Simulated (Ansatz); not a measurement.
Geometry optimisation, RHF/def2-SVP (Ansatz 0.2.0).

The input (input.yaml):

```yaml
crystal:
  periodic: [false, false, false]
  atoms:
    - { symbol: Zr, position_ang: [0.340946, 0.340829, -0.630676] }
    - { symbol: O, position_ang: [0.133851, 0.129632, 2.619492] }
    - { symbol: H, position_ang: [-0.675715, -0.159768, 3.020087] }
    - { symbol: Cl, position_ang: [2.2346, -0.385198, -1.862808] }
    - { symbol: F, position_ang: [-0.801281, 1.441015, -1.671393] }
    - { symbol: F, position_ang: [-0.686796, -1.102607, 0.080783] }
    - { symbol: Si, position_ang: [1.410048, 2.197133, 0.935465] }
    - { symbol: H, position_ang: [2.454121, 1.66824, 1.857491] }
    - { symbol: H, position_ang: [2.048586, 3.269539, 0.119924] }
    - { symbol: H, position_ang: [0.398039, 2.86308, 1.808518] }
    - { symbol: H, position_ang: [0.372602, 0.959204, 3.061117] }
basis:
  gaussian: { orbitals: def2-SVP }
hamiltonian:
  xc: hf
relax:
  f_tol: 0.03
  max_steps: 50
output:
  orbitals: {}
```

Command:

```bash
$ ansatz run input.yaml --threads 2 --pin off --max-ram 3072MiB --backend cpu --events-out ev --progress --plain --runs-dir out
```

**Question.** Where does it end, and by what steps?

**Answer.** It converged. After 16 steps the energy has fallen by 0.668 eV; H3 moved furthest, 0.81 Å. Joined: Zr1–O2 (3.26 → 2.32 Å).

```json
{"step": "0", "energy less start (eV)": "0.0000", "largest force component (eV/Å)": "1.258", "accepted": "yes"}
{"step": "1", "energy less start (eV)": "0.0194", "largest force component (eV/Å)": "2.133", "accepted": "no"}
{"step": "2", "energy less start (eV)": "-0.1155", "largest force component (eV/Å)": "1.139", "accepted": "yes"}
{"step": "3", "energy less start (eV)": "-0.1716", "largest force component (eV/Å)": "1.145", "accepted": "yes"}
{"step": "4", "energy less start (eV)": "-0.2516", "largest force component (eV/Å)": "1.338", "accepted": "yes"}
{"step": "5", "energy less start (eV)": "-0.3922", "largest force component (eV/Å)": "1.161", "accepted": "yes"}
{"step": "6", "energy less start (eV)": "-0.5644", "largest force component (eV/Å)": "0.809", "accepted": "yes"}
{"step": "7", "energy less start (eV)": "-0.4488", "largest force component (eV/Å)": "3.321", "accepted": "no"}
{"step": "8", "energy less start (eV)": "-0.6433", "largest force component (eV/Å)": "0.263", "accepted": "yes"}
{"step": "9", "energy less start (eV)": "-0.6546", "largest force component (eV/Å)": "0.514", "accepted": "yes"}
{"step": "10", "energy less start (eV)": "-0.6526", "largest force component (eV/Å)": "0.420", "accepted": "no"}
{"step": "11", "energy less start (eV)": "-0.6638", "largest force component (eV/Å)": "0.234", "accepted": "yes"}
{"step": "12", "energy less start (eV)": "-0.6665", "largest force component (eV/Å)": "0.111", "accepted": "yes"}
{"step": "13", "energy less start (eV)": "-0.6672", "largest force component (eV/Å)": "0.105", "accepted": "yes"}
{"step": "14", "energy less start (eV)": "-0.6670", "largest force component (eV/Å)": "0.161", "accepted": "no"}
{"step": "15", "energy less start (eV)": "-0.6675", "largest force component (eV/Å)": "0.048", "accepted": "yes"}
{"step": "16", "energy less start (eV)": "-0.6676", "largest force component (eV/Å)": "0.023", "accepted": "yes"}
```

```xyz
11
Properties=species:S:1:pos:R:3
Zr 0.230 0.305 -0.202
O -0.057 0.118 2.089
H -0.582 -0.627 2.366
Cl 2.066 -0.580 -1.417
F -0.946 1.299 -1.303
F -0.846 -1.254 0.251
Si 1.592 2.510 0.965
H 2.662 2.045 1.904
H 2.225 3.466 0.018
H 0.664 3.304 1.834
H 0.222 0.634 2.835
```

Whether the end is a true minimum wasn't checked by a vibrational analysis.

Run time: 74 s on 2 threads of Arm Neoverse V1 (shared host), peak memory 0.33 GiB.
